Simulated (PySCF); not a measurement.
CCl3F.

```xyz
5

F      0.0000     0.0000     1.5915
C      0.0000     0.0000     0.2508
Cl    -1.4594    -0.8426    -0.3104
Cl     1.4594    -0.8426    -0.3104
Cl     0.0000     1.6852    -0.3104
```

The structure is a stationary point at B3LYP-D3(BJ)/def2-TZVP.

Calculation: HF/pcSseg-2 run with PySCF. Non-relativistic, no solvent.

Q: Give the absolute GIAO shielding of each atom: isotropic value and principal components (ppm). (Estimate from the structure and the level; the computed values follow.)

A: 
```
atom  σ(iso)    σ11    σ22     σ33   span
----  ------  -----  -----  ------  -----
F1     237.3  205.2  205.2   301.3   96.1
C2      62.6   60.7   60.7    66.4    5.7
Cl3    489.7  222.1  229.9  1016.9  794.8
Cl4    489.7  222.1  229.9  1016.9  794.8
Cl5    489.7  222.1  229.9  1016.9  794.8
```
